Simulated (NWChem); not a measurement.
# GeHCl2, doublet; SMILES [Cl][GeH][Cl]

In the optimisation the excess spin sits in a' (Cs, its own frame).

Problem. Give the equilibrium geometry at PBE0/def2-SVP, spin-unrestricted (NWChem) as an XYZ file, with the point group.

Solution. point group Cs; any orientation.
```
4

Cl    -0.6518    -0.0303     1.7540
Ge     0.6141     0.0481     0.0000
Cl    -0.6518    -0.0303    -1.7540
H      1.3143     1.4397     0.0000
```
